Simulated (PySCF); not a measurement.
AlH2I, SMILES [I][AlH2]. Geometry: PBE-D3(BJ)/def2-TZVP. The def2 effective core potentials stand for the cores of I; spin–orbit coupling is left out.

These are PySCF with PBE-D3(BJ)/def2-TZVP values and carry that method's errors.

Harmonic wavenumbers (cm⁻¹): 342, 447, 551, 739, 1890, 1914. Rotational constants (GHz): 126.9, 3.299, 3.215; symmetry number 2.

**Question.** Work out the zero-point energy and the ideal-gas rigid-rotor harmonic-oscillator thermochemistry at 298.15 K and 1 atm.

**Answer.** ZPE = ½ Σ hcν = ½ × 5883 cm⁻¹ = 8.41 kcal/mol. H − E(el) = 11.36 kcal/mol. Entropy in cal/(mol K): translation 41.04, rotation 21.62, vibration 2.82, total 65.48. G − E(el) = -8.16 kcal/mol. Cp = 12.84 cal/(mol K).
